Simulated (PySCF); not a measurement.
Compound: C₅H₈F₂.
SMILES: `C[C@H](F)/C=C/CF`

Torsions of this conformer, `[CH3:1][C@H:2]([F:3])/[CH:4]=[CH:5]/[CH2:6][F:7]`: C1–C2–C4–C5 117°, C4–C5–C6–F7 1°.

The closed-shell ground state was solved at several levels (PySCF, density fitting, gas phase, non-relativistic). Isolated species at its GFN2-xTB geometry (one conformer only).

```csv
level,basis functions,HOMO (eV),LUMO (eV),gap (eV),dipole (D)
B3LYP/pcJ-1,269,-7.27,0.02,7.29,0.28
wB97X-D/def2-SVPD,210,-9.41,1.91,11.32,0.35
```

Question: Estimate the row for PBE0/pcSseg-1, a basis of 159 functions; the other rows only guide the guess.

Answer: HOMO -7.50 eV, LUMO 0.24 eV, gap 7.74 eV, dipole 0.29 D.

Question: Over all these levels, which gives the widest orbital gap and which the narrowest?

Answer: wB97X-D/def2-SVPD (range-separated hybrid) has the widest, 11.32 eV, and B3LYP/pcJ-1 (global hybrid, 20 % exact exchange) the narrowest, 7.29 eV. Functional and basis both differ between the two, so the spread mixes both effects.

Question: How far do the dipole and the HOMO energy spread over the levels?

Answer: The dipole runs from 0.28 to 0.35 D (mean 0.31 D) and the HOMO from -9.41 to -7.27 eV.
